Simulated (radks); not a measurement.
Polarisability of the nitrogen ion N5+, [He], at imaginary frequency. All-electron calculation, scalar-relativistic Kohn-Sham, LB94 model potential, spin-polarised, spherical densities, finite nucleus; Fermi nuclear charge, rms radius 2.5582 fm. Program: a radial shooting solver on a logarithmic mesh with Libxc functionals. Response by self-consistent Sternheimer equations with the Hartree and adiabatic LDA kernel, the relativistic mass of each level held fixed and spin-orbit coupling left out.

w (hartree),alpha1(iw) (bohr^3),alpha2(iw) (bohr^5)
0.00266,0.004751,0.0003991
0.0143,0.004751,0.0003991
0.0360,0.004751,0.0003991
0.0697,0.004751,0.0003991
0.118,0.004751,0.0003991
0.186,0.004751,0.0003990
0.280,0.004750,0.0003990
0.413,0.004748,0.0003989
0.605,0.004745,0.0003988
0.892,0.004739,0.0003985
1.35,0.004723,0.0003977
2.12,0.004683,0.0003956
3.59,0.004560,0.0003893
6.94,0.004114,0.0003651
17.5,0.002459,0.0002552

Static values: alpha1 = 0.004751 bohr^3 (0.0007040 angstrom^3; uncoupled 0.004903), alpha2 = 0.0003991 bohr^5, alpha3 = 0.00008506 bohr^7. C6 = 0.0003103, C8 = 0.0001468, triple-dipole C9 = 1.098e-06 atomic units. One-pole (London) frequency 4 C6 / (3 alpha1^2) = 18.328 hartree, against 19.840 for minus the highest occupied eigenvalue.
